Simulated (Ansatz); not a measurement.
Consider the substitution at a C–Si bond: `O[SiH](F)CF` + `[CH3][GaH][NH2]` → `[CH3][GaH][NH]CF` + `O[SiH2]F`.

Computed with Ansatz on PBE0-D4/def2-TZVP structures; ΔE is electronic, products minus reactants. CBS: MP2 limit from def2 TZ/QZ plus the TZ coupled-cluster correction, frozen cores. DFT in def2-TZVPP. For Ga outer-core shells are correlated without core-valence functions, which leaves a few kJ/mol of doubt a bond. Scalar relativity is left out up to krypton. Each species was taken in one conformer, which may not be the lowest.

`O[SiH](F)CF`:

Cartesian coordinates in Å:
```
O -0.758 -1.250 1.106
Si -0.493 0.282 0.630
F -1.825 0.938 0.045
C 0.798 0.293 -0.743
F 0.548 -0.791 -1.590
H -0.762 -1.926 0.424
H -0.091 1.067 1.813
H 1.811 0.180 -0.341
H 0.773 1.208 -1.344
```

`[CH3][GaH][NH2]`:

```xyz
9

C    -0.884    0.444   -1.121
Ga   -0.305   -0.094    0.675
N     1.447   -0.514    0.920
H    -1.310    1.451   -1.099
H    -1.664   -0.228   -1.488
H    -0.056    0.435   -1.831
H    -1.210   -0.203    1.949
H     1.839   -0.801    1.801
H     2.143   -0.490    0.194
```

`[CH3][GaH][NH]CF`:

Z-matrix (Å, degrees):
```
C
Ga 1 1.959
H 1 1.092 2 110.5
H 1 1.090 2 111.6 3 -121.2
H 1 1.093 2 110.1 3 118.8
N 2 1.842 1 116.4 3 -49.3
H 2 1.563 1 128.9 3 133.8
C 6 1.400 2 125.0 1 11.3
H 6 1.008 2 119.7 1 174.6
F 8 1.408 6 112.4 2 84.7
H 8 1.093 6 110.9 2 -33.3
H 8 1.094 6 112.4 2 -156.7
```

`O[SiH2]F`:

Cartesian coordinates in Å:
```
O 0.577 -0.732 0.866
Si -0.026 0.152 -0.362
F -0.093 1.698 0.027
H 0.041 -0.872 1.647
H 0.916 0.000 -1.486
H -1.415 -0.246 -0.692
```

**Question.** Is it downhill or uphill in electronic energy at CCSD(T)/CBS, and by how much? (An estimate is asked.)

**Answer.** Computed: Uphill: ΔE = +3.8 kcal/mol.

**Question.** What do these levels give: ωB97X-V, r2SCAN, PBE0, SCS-MP2/def2-TZVPP, CCSD/def2-TZVPP, CCSD(T)/def2-TZVPP? (Best estimate.)

**Answer.** The calculation gave: ωB97X-V 3.0, r2SCAN 3.8, PBE0 3.4, SCS-MP2/def2-TZVPP 2.2, CCSD/def2-TZVPP 2.9, CCSD(T)/def2-TZVPP 2.7 kcal/mol.

Largest T1 diagnostic among the species: 0.013.
